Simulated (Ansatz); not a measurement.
The first iterations of a band of H2O + H3P + HInO (10 atoms, charge 0, multiplicity 1).

The calculation used RKS BLYP-D4/def2-SVP in Ansatz.

| Quantity | Value |
| --- | --- |
| movable images | 9 |
| climbing image | yes |
| spring | 2.0 to 10.0 eV/Å², energy-weighted |
| optimiser | quadratic models (default) |
| start path | through a guess of the saddle point |
| force threshold | 0.05 eV/Å |
| iteration limit | 60 |
| end points | relaxed |

First end point:

```xyz
10
Properties=species:S:1:pos:R:3
In 1.929 1.338 -0.446
H -0.604 1.225 -0.282
O -0.579 1.290 -1.298
O 0.334 1.197 1.022
H -0.633 -1.269 -0.692
P 0.423 -1.834 0.098
H -0.973 2.160 -1.504
H 0.385 0.839 1.927
H 0.030 -3.201 -0.155
H -0.312 -1.746 1.329
```

Last end point:

```xyz
10
Properties=species:S:1:pos:R:3
In 0.571 2.223 0.319
H -0.024 -0.088 -2.527
O -0.821 0.937 -0.641
O 1.017 0.001 1.534
H 0.211 -0.422 -3.184
P 0.158 -1.500 1.274
H -1.504 1.331 -1.220
H 1.932 -0.203 1.812
H -0.727 -0.921 0.294
H -0.814 -1.358 2.339
```

| iteration | highest image above the first end (eV) | largest band force component (eV/Å) |
| --- | --- | --- |
| 1 | 7.741 | 11.769 |
| 2 | 3.604 | 3.652 |
| 3 | 2.804 | 2.702 |
| 4 | 2.398 | 2.616 |
| 5 | 2.357 | 2.738 |
| 6 | 2.316 | 2.906 |
| 7 | 2.294 | 3.023 |
| 8 | 2.225 | 2.789 |
| 9 | 2.185 | 2.061 |
| 10 | 2.136 | 1.477 |
| 11 | 2.047 | 1.131 |
| 12 | 1.961 | 1.603 |
| 13 | 1.904 | 1.353 |
| 14 | 1.922 | 0.890 |
| 15 | 1.883 | 0.500 |
| 16 | 1.899 | 0.566 |
| 17 | 1.854 | 0.287 |

Does the band converge within its limit, and where does its top end?

It converged. It ended after 53 iterations with the highest image 1.733 eV above the first end. The profile has 2 maxima (images 3, 7) with wells between them (image 4): this band takes more than one step, which may be the mechanism or a detour left from its start path. Neighbouring images differ by up to 1.3 eV, so the band resolves the path poorly. Another band between the same ends (9 images) ends at a top of the same energy, where a vibrational analysis finds 1 clearly imaginary mode. The orbitals stay closed-shell, which can raise the energy where a bond breaks towards radicals; this wasn't checked here.

Run time: 7.7 min on 2 threads of Intel(R) Xeon(R) 6975P-C (Granite Rapids), with other jobs on the host, peak memory 0.17 GiB.
